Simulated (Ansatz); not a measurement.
One change: `[OH][GeH]([OH])[Cl]` becomes `[OH][GeH2][OH]`.

Ansatz, PBE0-D4/def2-TZVP geometries, multiplicity 1. Each molecule was computed in one conformer, which needn't be the lowest.

Scalar relativity is left out up to krypton.

| property | `[OH][GeH]([OH])[Cl]` |
| --- | --- |
| LUMO energy (PBE/def2-TZVPP) / eV | -1.13 |
| LUMO energy (ωB97M-V/def2-TZVPP) / eV | 1.74 |
| size of the dipole moment (ωB97M-V/def2-TZVPP) / D | 1.00 |
| HOMO–LUMO gap (B3LYP/def2-TZVPP) / eV | 8.43 |
| HOMO energy (ωB97M-V/def2-TZVPP) / eV | -11.53 |
| LUMO energy (B3LYP/def2-TZVPP) / eV | -0.49 |

What does the change do to each property? (Best estimate.)

Computed: 
```json
{"property": "LUMO energy (PBE/def2-TZVPP) / eV", "`[OH][GeH2][OH]`": "-0.61", "shift": "0.52"}
{"property": "LUMO energy (ωB97M-V/def2-TZVPP) / eV", "`[OH][GeH2][OH]`": "1.88", "shift": "0.14"}
{"property": "size of the dipole moment (ωB97M-V/def2-TZVPP) / D", "`[OH][GeH2][OH]`": "2.53", "shift": "1.53"}
{"property": "HOMO–LUMO gap (B3LYP/def2-TZVPP) / eV", "`[OH][GeH2][OH]`": "8.40", "shift": "-0.03"}
{"property": "HOMO energy (ωB97M-V/def2-TZVPP) / eV", "`[OH][GeH2][OH]`": "-11.12", "shift": "0.41"}
{"property": "LUMO energy (B3LYP/def2-TZVPP) / eV", "`[OH][GeH2][OH]`": "-0.07", "shift": "0.42"}
```

With PBE0 the HOMO rises by 0.47 eV and the LUMO rises by 0.39 eV, so the gap narrows by about 0.08 eV. PBE moves the HOMO by 0.51 eV and ωB97M-V by 0.41 eV. Dipoles are sizes alone; their direction can turn.

B3LYP here is the variant with VWN-RPA as its local correlation; programs differ in this.
